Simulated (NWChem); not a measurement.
# Basis-set dependence for 1,1,1,2-tetrafluoroethane (C$_{2}$H$_{2}$F$_{4}$)

```
C
F 1 1.3302
F 1 1.3302 2 107.96
F 1 1.3357 2 108.24 3 -116.95
C 1 1.5135 2 111.64 3 123.07
F 5 1.3570 1 109.94 2 -60.47
H 5 1.1017 6 110.35 1 -119.46
H 5 1.1017 7 109.44 6 121.61
```
Charge 0, spin multiplicity 1.

The numbers come from NWChem runs, not from measurements. All single points use one geometry, from PBE0/def2-SVP, a minimum by its harmonic frequencies.

Hartree-Fock energies in Ha, correlation energies in mHa.

The correlated methods keep 6 core orbitals frozen.

```tsv
basis	functions	RHF	MP2	SCS-MP2
STO-3G	32	-468.12139	-156.1	-167.9
cc-pVDZ	94	-474.68278	-1005.3	-971.4
```

From STO-3G to cc-pVDZ the Hartree-Fock energy moves by -6561.4 mHa and the MP2 correlation energy by -849.2 mHa, which is 84 % of its value in the larger set.
